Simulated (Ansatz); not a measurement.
```yaml
crystal:
  periodic: [false, false, false]
  atoms:
    - {symbol: As, position_ang: [-0.935733, 2.399014, -1.356023]}
    - {symbol: As, position_ang: [-0.749449, -2.615141, -1.033923]}
    - {symbol: As, position_ang: [-1.105432, 0.111515, 2.375248]}
    - {symbol: As, position_ang: [2.093355, 0.049416, -0.440572]}
    - {symbol: Te, position_ang: [-2.069936, 2.099782, 1.001817]}
    - {symbol: Te, position_ang: [1.753493, -2.871538, -0.797636]}
    - {symbol: Te, position_ang: [1.540294, 2.867680, -1.166555]}
    - {symbol: Te, position_ang: [-1.913872, -2.101713, 1.271664]}
    - {symbol: Te, position_ang: [-0.086295, -0.127811, -1.939776]}
    - {symbol: Te, position_ang: [1.473576, 0.188807, 2.085758]}
basis:
  gaussian: {orbitals: def2-SVP}
magnetization: {spin_polarized: true, initial_magnetization: 2}
hamiltonian: {xc: pbe0, dispersion: d4}
scf: {omitted_lower_state_checks: [starts]}
output: {orbitals: {seedname: orbitals}}
```

```sh
$ ansatz run in.yaml --threads 4 --pin off --events-out ev --progress --plain --max-ram 6963MiB
```

(1) Does this run fit into the memory that it is given?

Results:

(1) No. It has 284 basis functions, and Ansatz plans for 8 GiB where 7 GiB are given.
